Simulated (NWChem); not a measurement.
System: CH4BF2N; SMILES B(F)(F)NC

Input file for NWChem:

```
start job
memory heap 200 mb stack 900 mb global 1100 mb
geometry units angstroms noautoz
  B      0.010375    -0.569545     0.000015
  F      0.726694    -1.699485     0.000283
  F     -1.323683    -0.675882     0.000044
  N      0.641704     0.677959    -0.000175
  C     -0.020996     1.972849    -0.000631
  H      1.652535     0.702909    -0.000456
  H      0.237171     2.560255    -0.891271
  H      0.241846     2.563003     0.886757
  H     -1.101624     1.816803     0.002403
end
basis spherical
  * library aug-pcseg-1
end
dft
  xc pbe0
  iterations 150
  mulliken
end
task dft energy
```

Parts of the log:

```
             Northwest Computational Chemistry Package (NWChem) 7.3.0
             --------------------------------------------------------

 C1  symmetry detected

                             Geometry "geometry" -> ""
                             -------------------------

 Output coordinates in angstroms (scale by  1.889725989 to convert to a.u.)

  No.       Tag          Charge          X              Y              Z
 ---- ---------------- ---------- -------------- -------------- --------------
    1 B                    5.0000     0.00341182    -0.56959200    -0.00000821
    2 F                    9.0000     0.70960089    -1.70589054    -0.00002284
    3 F                    9.0000    -1.33154349    -0.66399871     0.00001505
    4 N                    7.0000     0.64586787     0.67221828     0.00009266
    5 C                    6.0000    -0.00522975     1.97298093    -0.00004181
    6 H                    1.0000     1.65688152     0.68813085    -0.00019738
    7 H                    1.0000     0.25816682     2.55827000    -0.89054424
    8 H                    1.0000     0.26288884     2.56054791     0.88748430
    9 H                    1.0000    -1.08720953     1.82660091     0.00297072

 Effective nuclear repulsion energy (a.u.)     170.0442308148

                                 NWChem DFT Module
                                 -----------------

 Summary of "ao basis" -> "ao basis" (spherical)
 ------------------------------------------------------------------------------
       Tag                 Description            Shells   Functions and Types
 ---------------- ------------------------------  ------  ---------------------
 B                        aug-pcseg-1                9       23   4s3p2d
 F                        aug-pcseg-1                9       23   4s3p2d
 N                        aug-pcseg-1                9       23   4s3p2d
 C                        aug-pcseg-1                9       23   4s3p2d
 H                        aug-pcseg-1                5        9   3s2p

            General Information
            -------------------
          SCF calculation type: DFT
          Wavefunction type:  closed shell.
          No. of atoms     :     9
          No. of electrons :    40
           Alpha electrons :    20
            Beta electrons :    20
          Charge           :     0
          Spin multiplicity:     1
          Use of symmetry is: off; symmetry adaption is: off
          Maximum number of iterations: 150
          AO basis - number of functions:   151
                     number of shells:    65
          Convergence on energy requested:  1.00D-06
          Convergence on density requested:  1.00D-05
          Convergence on gradient requested:  5.00D-04

              XC Information
              --------------
                         PBE0 Method XC Functional
                     Hartree-Fock (Exact) Exchange  0.250
          PerdewBurkeErnzerhof Exchange Functional  0.750
            Perdew 1991 LDA Correlation Functional  1.000 local
           PerdewBurkeErnz. Correlation Functional  1.000 non-local

             Grid Information
             ----------------
          Grid used for XC integration:  medium
          Radial quadrature: Mura-Knowles
          Angular quadrature: Lebedev.
          Tag              B.-S. Rad. Rad. Pts. Rad. Cut. Ang. Pts.
          ---              ---------- --------- --------- ---------
          B                   0.85       49          15.0       434
          F                   0.50       49          15.0       434
          N                   0.65       49          12.0       434
          C                   0.70       49          14.0       434
          H                   0.35       45          15.0       434
          Grid pruning is: on
          Number of quadrature shells:   425
          Spatial weights used:  Erf1

      Superposition of Atomic Density Guess
      -------------------------------------

 Sum of atomic energies:        -317.14600843

      Non-variational initial energy
      ------------------------------

 Total energy =    -319.287093
 1-e energy   =    -773.526817
 2-e energy   =     284.195494
 HOMO         =      -0.330732
 LUMO         =       0.013160

     ---------------------------------------------
      Total Density - Mulliken Population Analysis
     ---------------------------------------------

    Atom       Charge   Shell Charges
 -----------   ------   -------------------------------------------------------
    1 B    5     3.61   2.00  0.59 -0.05 -0.03  1.02 -0.19 -0.01  0.13  0.14
    2 F    9     9.50   2.00  0.96  0.96 -0.08  3.59  2.03  0.04  0.01 -0.01
    3 F    9     9.47   2.00  0.96  0.97 -0.07  3.59  2.02  0.02  0.01 -0.01
    4 N    7     8.49   2.00  0.84  0.69  0.33  2.61  1.77  0.25  0.02 -0.01
    5 C    6     5.95   2.00  0.76  0.36 -0.12  1.97  0.91  0.06  0.04 -0.03
    6 H    1     0.89   0.64  0.22 -0.00  0.03  0.00
    7 H    1     0.70   0.71 -0.03 -0.02  0.02  0.03
    8 H    1     0.70   0.71 -0.03 -0.02  0.02  0.03
    9 H    1     0.68   0.71 -0.07 -0.01  0.02  0.03

   convergence    iter        energy       DeltaE   RMS-Dens  Diis-err
 ---------------- ----- ----------------- --------- --------- ---------
 d= 0,ls=0.0,diis     1   -319.4950718173 -4.90D+02  1.08D-02  7.99D-01
 d= 0,ls=0.0,diis     2   -319.4997189460 -4.65D-03  3.98D-03  9.87D-01
 d= 0,ls=0.0,diis     3   -319.5783266444 -7.86D-02  6.48D-04  2.20D-02
 d= 0,ls=0.0,diis     4   -319.5797594138 -1.43D-03  2.59D-04  2.91D-03
 d= 0,ls=0.0,diis     5   -319.5800093872 -2.50D-04  8.59D-05  3.47D-04
  Resetting Diis
 d= 0,ls=0.0,diis     6   -319.5800457221 -3.63D-05  1.33D-05  3.34D-06
 d= 0,ls=0.0,diis     7   -319.5800461088 -3.87D-07  6.64D-06  3.64D-07

         Total DFT energy =     -319.580046108790
      One electron energy =     -777.685467153224
           Coulomb energy =      326.619363893066
    Exchange-Corr. energy =      -38.558173663386
 Nuclear repulsion energy =      170.044230814753

 Numeric. integr. density =       40.000000684556

                       DFT Final Molecular Orbital Analysis
                       ------------------------------------

 Vector   18  Occ=2.000000D+00  E=-4.274821D-01
              MO Center= -2.7D-01, -9.4D-01,  3.8D-05, r^2= 2.3D+00
   Bfn.  Coefficient  Atom+Function         Bfn.  Coefficient  Atom+Function
  ----- ------------  ---------------      ----- ------------  ---------------
    52     -0.466569  3 F  py                28      0.444487  2 F  px
    55     -0.322891  3 F  py                31      0.298069  2 F  px
    29      0.146837  2 F  py                74     -0.126169  4 N  px
    51      0.119143  3 F  px               116     -0.116457  6 H  s
    32      0.110021  2 F  py                73     -0.107293  4 N  s

 Vector   19  Occ=2.000000D+00  E=-4.039191D-01
              MO Center= -2.4D-02,  1.4D+00,  1.4D-03, r^2= 2.7D+00
   Bfn.  Coefficient  Atom+Function         Bfn.  Coefficient  Atom+Function
  ----- ------------  ---------------      ----- ------------  ---------------
   143     -0.330478  9 H  s                 97      0.325897  5 C  px
    98      0.202488  5 C  py               100      0.195963  5 C  px
    74     -0.186819  4 N  px               116     -0.178488  6 H  s
   134      0.174124  8 H  s                125      0.172569  7 H  s
     6      0.154197  1 B  py                75     -0.152541  4 N  py

 Vector   20  Occ=2.000000D+00  E=-2.899776D-01
              MO Center=  4.7D-01,  7.9D-01, -4.2D-04, r^2= 2.0D+00
   Bfn.  Coefficient  Atom+Function         Bfn.  Coefficient  Atom+Function
  ----- ------------  ---------------      ----- ------------  ---------------
    76      0.519208  4 N  pz                79      0.448501  4 N  pz
   125      0.183737  7 H  s                134     -0.183137  8 H  s
     7      0.179210  1 B  pz                99     -0.168840  5 C  pz
   102     -0.142642  5 C  pz                30     -0.139609  2 F  pz
    53     -0.129593  3 F  pz                33     -0.103534  2 F  pz

 Vector   21  Occ=0.000000D+00  E=-9.699652D-03
              MO Center=  1.2D+00,  1.6D+00, -3.3D-04, r^2= 1.4D+01
   Bfn.  Coefficient  Atom+Function         Bfn.  Coefficient  Atom+Function
  ----- ------------  ---------------      ----- ------------  ---------------
    96      2.293168  5 C  s                118     -1.069302  6 H  s
    73     -0.869688  4 N  s                127     -0.779090  7 H  s
   136     -0.779030  8 H  s                 80      0.500795  4 N  px
     4      0.401509  1 B  s                 81     -0.336831  4 N  py
    95      0.317046  5 C  s                 12      0.255883  1 B  py

 Vector   22  Occ=0.000000D+00  E= 1.237172D-02
              MO Center=  3.6D-01,  1.9D+00, -4.0D-04, r^2= 1.8D+01
   Bfn.  Coefficient  Atom+Function         Bfn.  Coefficient  Atom+Function
  ----- ------------  ---------------      ----- ------------  ---------------
    96      2.389016  5 C  s                 73     -1.955534  4 N  s
   118      1.638388  6 H  s                145     -0.798389  9 H  s
   127     -0.669182  7 H  s                136     -0.666744  8 H  s
    95      0.499190  5 C  s                117      0.433407  6 H  s
     4     -0.395327  1 B  s                  3      0.343020  1 B  s

 Vector   23  Occ=0.000000D+00  E= 1.969862D-02
              MO Center=  4.7D-01,  1.7D+00, -6.2D-03, r^2= 2.1D+01
   Bfn.  Coefficient  Atom+Function         Bfn.  Coefficient  Atom+Function
  ----- ------------  ---------------      ----- ------------  ---------------
   127      3.453725  7 H  s                136     -3.459723  8 H  s
   105      1.686174  5 C  pz                13     -0.622948  1 B  pz
   102      0.212539  5 C  pz                10     -0.177102  1 B  pz
   151     -0.167520  9 H  pz                20     -0.132635  1 B  d -1
   133     -0.116070  7 H  pz               142     -0.115916  8 H  pz

[...]
```

Level: PBE0/aug-pcseg-1. Geometry: optimised at B3LYP/6-31G* (spherical d).
